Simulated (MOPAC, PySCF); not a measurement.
H₃Cl₂GaSi, SMILES `[SiH3][Ga]([Cl])[Cl]`, neutral singlet in the gas phase. 

Cartesian coordinates (Å):
SMILES: [SiH3][Ga]([Cl])[Cl]
```xyz
7

Si    -1.1703    -0.0737    -0.0798
Ga     1.2240     0.0670     0.0812
Cl     2.5255    -1.6384     0.3249
Cl     2.2827     1.9495     0.0130
H     -1.6137     0.7263    -1.2428
H     -1.5797    -1.4855    -0.2380
H     -1.7461     0.4883     1.1629
```
Charge 0, spin multiplicity 1.

All levels are single points at this geometry (B3LYP-D3(BJ)/def2-TZVP); Pople sets use spherical d functions. Orbital energies aren't observables, and empty levels follow the basis.

BP86/6-31G* in PySCF gives dipole (D) = 3.00.

Estimate the dipole (D) from each of these levels: B3LYP-D3(BJ)/def2-TZVP in PySCF; PBE-D3(BJ)/def2-TZVP in PySCF; B3LYP/3-21G in PySCF; B3LYP/LANL2DZ in PySCF; M06-2X/6-31G* in PySCF; PBE/6-31G* in PySCF; SVWN5/6-31G* in PySCF; HF/3-21G in PySCF; HF/6-31G* in PySCF; AM1 in MOPAC; PM6 in MOPAC; PM7 in MOPAC.


```csv
level,dipole (D)
B3LYP-D3(BJ)/def2-TZVP in PySCF,2.85
PBE-D3(BJ)/def2-TZVP in PySCF,2.72
B3LYP/3-21G in PySCF,3.49
B3LYP/LANL2DZ in PySCF,3.58
M06-2X/6-31G* in PySCF,3.10
PBE/6-31G* in PySCF,2.98
SVWN5/6-31G* in PySCF,3.07
HF/3-21G in PySCF,3.88
HF/6-31G* in PySCF,3.25
AM1 in MOPAC,3.15
PM6 in MOPAC,4.19
PM7 in MOPAC,4.51
```
